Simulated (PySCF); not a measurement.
Zero-point energy (kcal/mol) of eight boron compounds: PBE-D3(BJ) beside B3LYP-D3(BJ), computed with PySCF for isolated molecules in the bases named; differences from unrounded values. The eight are the first of their class met in an unordered collection, after screening for sound electronic states; none was chosen by its value. Each level has its own optimised geometry.

| molecule | basis | B3LYP-D3(BJ) |
|---|---|---|
| C3H7BF2O, SMILES CC[C@@H](F)B(O)F | def2-SVP | 67.98 |
| C3H6BFO2, SMILES FC1(B(O)O)CC1 | def2-SVP | 61.44 |
| C3H7BF2O, SMILES CO[C@H](C)B(F)F | def2-SVP | 67.39 |
| C2H6BFO2, SMILES OCB(CO)F | def2-SVP | 56.50 |
| cyanomethylboronic acid (C₂H₄BNO₂), SMILES OB(CC#N)O | def2-SVP | 44.26 |
| C₄H₅BFN, SMILES C#CB(F)/C=N/C | def2-SVP | 53.13 |
| C2H5BO3, SMILES CB(O)C(=O)O | def2-SVP | 50.58 |
| C2H8BNO2, SMILES C(OC)B(N)O | def2-SVP | 72.72 |

Task: Estimate the PBE-D3(BJ) values and say how PBE-D3(BJ) differs from B3LYP-D3(BJ) over the set. (Estimate from the structure and the level; the computed values follow.)

Result: 
| molecule | PBE-D3(BJ) | difference |
|---|---|---|
| C3H7BF2O, SMILES CC[C@@H](F)B(O)F | 66.14 | -1.84 |
| C3H6BFO2, SMILES FC1(B(O)O)CC1 | 59.77 | -1.67 |
| C3H7BF2O, SMILES CO[C@H](C)B(F)F | 65.50 | -1.89 |
| C2H6BFO2, SMILES OCB(CO)F | 54.79 | -1.71 |
| cyanomethylboronic acid (C₂H₄BNO₂), SMILES OB(CC#N)O | 43.03 | -1.23 |
| C₄H₅BFN, SMILES C#CB(F)/C=N/C | 51.55 | -1.58 |
| C2H5BO3, SMILES CB(O)C(=O)O | 49.17 | -1.42 |
| C2H8BNO2, SMILES C(OC)B(N)O | 70.72 | -2.00 |
PBE-D3(BJ) lies below B3LYP-D3(BJ) in 8 and above it in 0 of the eight; the mean signed difference is -1.67 and the largest -2.00 kcal/mol.
